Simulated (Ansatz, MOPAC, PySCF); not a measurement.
Dimer: N2 (SMILES N#N) (first 2 atoms) with C2H6O (SMILES CCO); geometry from B3LYP-D3(BJ)/def2-TZVP, rigid monomers moved along the line of their centres of mass till N2···H11 is 4.28 Å.
(charge 0, multiplicity 1):
```xyz
11

N      1.144     0.987    -0.193
N      0.771     0.246     0.515
C     -1.979     0.061     5.512
C     -0.525    -0.302     5.761
O     -0.173    -1.573     5.226
H     -2.225     1.018     5.978
H     -2.640    -0.704     5.922
H     -2.184     0.149     4.442
H      0.135     0.480     5.362
H     -0.329    -0.373     6.832
H     -0.274    -1.534     4.268
```

Interaction energies are E(AB) − E(A) − E(B) at the monomers' geometry in the complex; basis-set methods are counterpoise corrected. Rows marked so take none.

Cores are frozen in the correlated methods. Rows in 6-31G*, STO-3G carry no dispersion term and start afresh at each structure (6-31G* with six Cartesian d functions). The state that AM1, PM3, PM6 reach isn't checked.

Codes used: Ansatz (Gaussian orbitals); MOPAC for AM1, PM3, PM6 (differences of heats of formation); PySCF for 6-31G* rows, STO-3G rows, the dispersion terms. 

Other levels give for the interaction energy: PBE/def2-TZVPPD -0.14; B3LYP/def2-TZVPPD -0.07; B3LYP-D3(BJ)/def2-TZVPPD -0.20; wB97M-V/def2-TZVPPD -0.21; CCSD(T)/aug-cc-pVDZ -0.21 kcal/mol.

Common cheap choices:

| level | interaction energy (kcal/mol) |
|---|---|
| AM1 | -0.09 |
| PM3 | -0.11 |
| PM6 | -0.15 |
| HF/STO-3G (no counterpoise) | -0.13 |
| HF/6-31G* | -0.11 |
| HF/6-31G* (no counterpoise) | -0.12 |
| BP86/6-31G* (no counterpoise) | -0.11 |
| B3LYP/6-31G* | -0.11 |

Ansatz is a quantum-chemistry and plane-wave program.
